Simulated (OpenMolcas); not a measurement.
**Cu3+: moving the ligands**

Cu3+ with 6 ligands (bromide) in octahedral coordination (Oh) at 2.45 Å. A charge of +0.5 e stands 3.2 Å behind each ligand. Ligand basis ANO-RCC-VDZP.
```
Cu    0.0000    0.0000    0.0000
Br    2.4500    0.0000    0.0000
Br    0.0000    2.4500    0.0000
Br   -2.4500    0.0000    0.0000
Br    0.0000   -2.4500    0.0000
Br    0.0000    0.0000    2.4500
Br    0.0000    0.0000   -2.4500
```

```
Program             : OpenMolcas
Method              : CASSCF
Basis               : ANO-RCC-VTZP [6s5p3d2f1g]
Scalar Hamiltonian  : DKH2, point nucleus
Active space        : 8 electrons in 5 orbitals (3d)
State averaging     : 2S+1 = 3 even, 10 roots; 2S+1 = 1 even, 15 roots
Spin-orbit coupling : RASSI with atomic mean-field integrals over the reference wave functions
```

Runs around this geometry, states (labels of O, the rotations of Oh). Energies in cm-1 above the lowest state or level, χT in cm3 K/mol.

```csv
R (Å),Ground state,First state of that spin,First gap with spin-orbit (degeneracies),χT at 300 K,First state of another spin
2.31,3A2,3T2 8052,"7671 (3, 2)",1.237,1E 10027
2.45,3A2,3T2 5005,"4729 (3, 2)",1.424,1E 11084
2.51,3A2,3T2 3903,"3665 (3, 2)",1.544,1E 11122
```

Taking the first state of the same spin as R^-n, n = -ln(3903 / 8052) / ln(2.51 / 2.31) = 8.7 between the shortest and longest distance.

Without dynamic correlation the repulsion within the d shell is too large (B by tens of per cent), so at a given field states of lower spin stand too high. Ligand-to-metal charge-transfer states are missing. This ion would oxidise such ligands; the complex is a model and need not exist. With no ligand orbital active B as a rule stays too high, so bands that hang on it stand too high and its fall with covalency is understated. With metal d orbitals alone and no dynamic correlation the field as a rule comes out too small, by tens of per cent, by up to half for chloride and softer ligands, and the orbital part of g and χT, which goes as 1/10Dq, too large. The least metal-like active orbital is 69 % on the metal (Löwdin) and no ligand orbital is active, so the numbers are rough (holds for R = 2.31). The least metal-like active orbital is 73 % on the metal (Löwdin) and no ligand orbital is active, so the numbers are rough (holds for R = 2.45). The least metal-like active orbital is 74 % on the metal (Löwdin) and no ligand orbital is active, so the numbers are rough (holds for R = 2.51). No measured value stands beside these numbers; the geometry was imposed, not optimised, and the real ion may take another.
